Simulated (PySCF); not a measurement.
**Ta(32+): ionisation energy**

Ta(32+) [Kr] 4d5 [4d3/2^4 4d5/2^1, M_J = 5/2] → Ta(33+) [Kr] 4d4 [4d3/2^4, M_J = 0], as a difference of total energies. All numbers are calculated (PySCF 2.14, the two-component X2C-1e Hamiltonian, in an even-tempered Gaussian basis (17 s from 3.1 bohr⁻², ratio 2.8; 14 p from 4.1 bohr⁻², ratio 2.8; 9 d from 4.1 bohr⁻², ratio 2.8; 3 f from 17 bohr⁻², ratio 3)). Correlated levels: [Ar] 3d10 frozen; the 92 highest virtual spinors dropped. "Screened" scales the spin-orbit matrix elements by Boettger's factors to mimic the two-electron term; Breit and QED terms are absent.

| method | ionisation energy (eV) |
| --- | --- |
| GHF (spin-free) | 1326.9 |
| GMP2 (spin-free) | 1326.8 |
| GHF (screened spin-orbit) | 1312.2 |
| GMP2 (screened spin-orbit) | 1312.0 |

Breit and QED terms and the two-electron picture change are absent.

The spin-free rows relax to the high-spin LS determinant and lack the spin-orbit shift.

The labels give the starting determinants; with spin-orbit coupling the two ends relaxed to ⟨J²⟩ = 8.75, ⟨L²⟩ = 4.62, ⟨S²⟩ = 3.63 and ⟨J²⟩ = 0.00, ⟨L²⟩ = 2.48, ⟨S²⟩ = 2.48.

For comparison: 1313 ± 4 eV (theoretical estimate listed by NIST; NIST Atomic Spectra Database, ionization energies).
